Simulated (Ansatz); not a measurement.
C10H7N3, SMILES C1=CC2=NC=CC3=NC=CC(=C1)N23.

Geometry: B3LYP-D3(BJ)/def2-SVP.

Two levels are set side by side: PBE/def2-SVPD (Ansatz, a first-principles code) and PBE0/def2-SVPD (Ansatz). Energy differences of separate SCF runs at the same geometry; the states with an electron removed or added have multiplicity 2 and 2. Differences are taken from unrounded values.

| quantity | PBE0 | PBE | PBE minus PBE0 |
|---|---|---|---|
| vertical ionisation energy (eV) | 6.82 | 6.87 | 0.04 |
| vertical electron affinity (eV) | 0.65 | 0.67 | 0.02 |
| vertical singlet–triplet gap (eV) | 1.65 | 1.57 | -0.08 |
